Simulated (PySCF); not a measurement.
Gas-phase reaction: 3 InF3 + N2 → 3 InF + 2 NF3, at 2500 K and a standard pressure of 1 bar. Level: r2SCAN/def2-TZVP†.

Computed with PySCF and rigid-rotor harmonic-oscillator thermochemistry at 1 bar. † marks an energy on the PBE0/def2-TZVP geometry and frequencies. All species are closed-shell singlets. In: scalar-relativistic def2 core potential, no spin-orbit coupling. The harmonic model lacks anharmonicity and excited electronic states, which grow with temperature; levels with a mode under 35 cm⁻¹ are left out.

| species | E (Ha) | H(2500 K) − E (kJ/mol) | S°(2500 K) (J/mol/K) |
|---|---|---|---|
| InF3 | -489.83026 | 208.6 | 478.7 |
| N2 | -109.51212 | 97.0 | 259.3 |
| InF | -290.11453 | 93.7 | 313.9 |
| NF3 | -354.10347 | 210.1 | 414.8 |
E: electronic energy; H − E holds the zero-point and thermal terms. 1 Ha = 2625.5 kJ/mol.

Q: Work out ΔH°, ΔS°, ΔG° and log10 K from these numbers.

A: 1. ΔE = 3×(-290.11453) + 2×(-354.10347) − 3×(-489.83026) − 1×(-109.51212) = 0.45237 Ha = 1187.7 kJ.
2. Δ(H − E) = 3×(93.7) + 2×(210.1) − 3×(208.6) − 1×(97.0) = -21.5 kJ, so ΔH° = 1166.2 kJ.
3. ΔS° = 3×(313.9) + 2×(414.8) − 3×(478.7) − 1×(259.3) = 75.9 J/K; the number of gas molecules changes by +1.
4. ΔG° = ΔH° − TΔS° = 1166.2 − 2500×(75.9)/1000 = 976.5 kJ.
5. log10 K = −ΔG°/(RT ln 10) = -20.40, with RT ln 10 = 47.86 kJ/mol; at standard pressures the reactants are favoured.
6. A shift of 10 kJ in ΔE would move log10 K by 0.21 here.
For scale, ΔH°(298 K) is 1191 kJ at this level, 1235 kJ at ωB97M-V/def2-TZVP†, and runs from 431 to 1468 kJ over the 18 levels computed.
